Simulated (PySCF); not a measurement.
**Multinuclear NMR of C$_{7}$H$_{9}$F$_{3}$O**

Geometry:
| atom | x (Å) | y (Å) | z (Å) |
| --- | --- | --- | --- |
| C1 | 1.694 | -1.221 | 1.815 |
| C2 | 1.897 | -0.086 | 1.155 |
| C3 | 1.009 | 0.554 | 0.197 |
| C4 | 1.280 | 1.755 | -0.312 |
| C5 | -0.270 | -0.150 | -0.219 |
| O6 | -0.552 | 0.163 | -1.554 |
| C7 | -1.551 | -0.622 | -2.170 |
| C8 | -1.406 | 0.325 | 0.715 |
| F9 | -1.832 | 1.552 | 0.406 |
| F10 | -2.485 | -0.481 | 0.668 |
| F11 | -1.030 | 0.351 | 2.002 |
| H12 | 0.804 | -1.818 | 1.716 |
| H13 | 2.426 | -1.593 | 2.510 |
| H14 | 2.812 | 0.464 | 1.328 |
| H15 | 2.175 | 2.287 | -0.040 |
| H16 | 0.618 | 2.226 | -1.015 |
| H17 | -0.185 | -1.240 | -0.084 |
| H18 | -2.551 | -0.391 | -1.792 |
| H19 | -1.353 | -1.691 | -2.034 |
| H20 | -1.503 | -0.375 | -3.228 |

[PySCF 2.14: σ from GIAO-PBE0/pcSseg-1; geometry: GFN2-xTB; one computed conformer; non-relativistic Hamiltonian; no solvent; fast rotation and ring inversion assumed for equivalent nuclei]

**Question.** What are the ¹⁹F shifts?

**Answer.** 
| atoms | environment | σ (ppm) | δ (ppm) |
| --- | --- | --- | --- |
| F9/F10/F11 | fluorine of a CF3 group | 256.6 | -70.9 |

Shieldings were converted by a linear fit to measured shifts: ¹⁹F (scatter 6.0 ppm rms, 7.0 ppm with the 5 outliers that the fit left out vs CFCl3, solution or neat liquid, with a term for F on sp3 carbon). Occasional misses reach two or three times the rms, and more in compound classes unlike the fitted ones.

On a 500 MHz spectrometer ¹⁹F resonates near 470.5 MHz, so 1 ppm is 470.5 Hz.

**Question.** Predict the ¹⁷O NMR data.

**Answer.** 
```csv
atoms,environment,σ (ppm),δ (ppm)
O6,ether oxygen,306.6,-12.6
```

Shieldings were converted by a linear fit to measured shifts: ¹⁷O: δ = 266.70 − 0.911σ (rms 10.7 ppm, 155 shifts, 12.2 ppm with the 3 outliers that the fit left out vs liquid water, solution or neat liquid). Occasional misses reach two or three times the rms, and more in compound classes unlike the fitted ones.

On a 300 MHz spectrometer ¹⁷O resonates near 40.7 MHz, so 1 ppm is 40.7 Hz.
